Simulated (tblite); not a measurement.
C₄H₈ClNSi.
Geometry (GFN2-xTB, Å), atoms numbered from 1 in this order:
```xyz
15
C4H8ClNSi angstrom
N     -2.6670    1.6118   -0.0719
C     -1.5293    1.1370    0.1343
C     -1.0764   -0.2973   -0.0011
C     -0.0303   -0.3779   -1.0661
C      1.2780   -0.4803   -0.8553
Si     2.1566   -0.6093    0.8051
Cl     1.8211    1.0566    1.9091
H     -3.3775    0.9389   -0.3614
H     -0.7545    1.8337    0.4404
H     -1.9302   -0.9296   -0.2618
H     -0.6672   -0.6170    0.9594
H     -0.4159   -0.3006   -2.0773
H      1.9165   -0.5019   -1.7300
H      1.6772   -1.7515    1.5844
H      3.5945   -0.7045    0.5704
```

Computed values, GFN2-xTB/tblite, gas phase, harmonic and unscaled. This tight-binding method is rough: wavenumbers can miss measured ones by several per cent, in bad cases by 10 to 20. Modes of hydrogen on silicon can be 10 to 20 % off. One conformer, not necessarily the lowest.

Harmonic wavenumbers (cm⁻¹): 38.1, 45.2, 60.6, 107.2, 185.7, 243.3, 378.2, 443.1, 478.5, 481.5, 541.8, 588.0, 684.1, 712.9, 749.0, 770.5, 788.8, 932.5, 947.4, 994.0, 1049.1, 1084.8, 1112.5, 1193.7, 1241.9, 1267.5, 1329.5, 1343.7, 1448.7, 1663.4, 1750.3, 2241.3, 2282.5, 2957.8, 2976.5, 3017.7, 3020.4, 3041.3, 3300.6.

A = 2664, B = 1031, C = 795.9 MHz; mass 133.011 u (most abundant isotopes); point group C1, symmetry number 1.

Problem. What is the zero-point energy?

Solution. Half the sum of the wavenumbers: 23747 cm⁻¹ = 284.08 kJ/mol.

Problem. Give the ideal-gas entropy at 350 K and 1 bar in the rigid-rotor, harmonic-oscillator model (classical rotation).

Solution. Translation 173.18, rotation 124.91, vibration 138.26: S = 436.4 J/(mol K).

Problem. And Cp and H(350 K) − H(0)?

Solution. Cp = 159.84 J/(mol K), of which vibrations give 126.58 (their classical limit is 39 R = 324.3); H(350 K) − H(0) = 34.92 kJ/mol without the zero-point energy, 23.28 from vibrations.

Problem. What must be added to the electronic energy to get the Gibbs energy at 350 K and 1 bar?

Solution. ZPE + [H(350 K) − H(0)] − T·S = 284.08 + 34.92 − 152.72 = 166.28 kJ/mol.

Problem. How do the functions run with temperature in this model?

Solution. 
```json
{"T (K)": "100", "S (J/(mol K))": "301.0", "Cp (J/(mol K))": "75.0", "H − H(0) (kJ/mol)": "5.71", "G − H(0) (kJ/mol)": "-24.39", "ln q(vib)": "2.49"}
{"T (K)": "200", "S (J/(mol K))": "362.6", "Cp (J/(mol K))": "107.7", "H − H(0) (kJ/mol)": "14.78", "G − H(0) (kJ/mol)": "-57.74", "ln q(vib)": "5.11"}
{"T (K)": "300", "S (J/(mol K))": "413.0", "Cp (J/(mol K))": "143.2", "H − H(0) (kJ/mol)": "27.34", "G − H(0) (kJ/mol)": "-96.56", "ln q(vib)": "7.48"}
{"T (K)": "500", "S (J/(mol K))": "500.7", "Cp (J/(mol K))": "201.3", "H − H(0) (kJ/mol)": "62.16", "G − H(0) (kJ/mol)": "-188.18", "ln q(vib)": "11.99"}
{"T (K)": "800", "S (J/(mol K))": "608.1", "Cp (J/(mol K))": "254.9", "H − H(0) (kJ/mol)": "131.34", "G − H(0) (kJ/mol)": "-355.13", "ln q(vib)": "18.23"}
{"T (K)": "1000", "S (J/(mol K))": "667.6", "Cp (J/(mol K))": "277.9", "H − H(0) (kJ/mol)": "184.75", "G − H(0) (kJ/mol)": "-482.83", "ln q(vib)": "22.02"}
```

q(vib) and H(0) count from the zero-point level.

Hindered rotation and anharmonicity are outside this model. Other conformers, if any are populated, would add a mixing term that is left out. The structure is chiral; the term R ln 2 for an equal mix with its mirror image is left out.
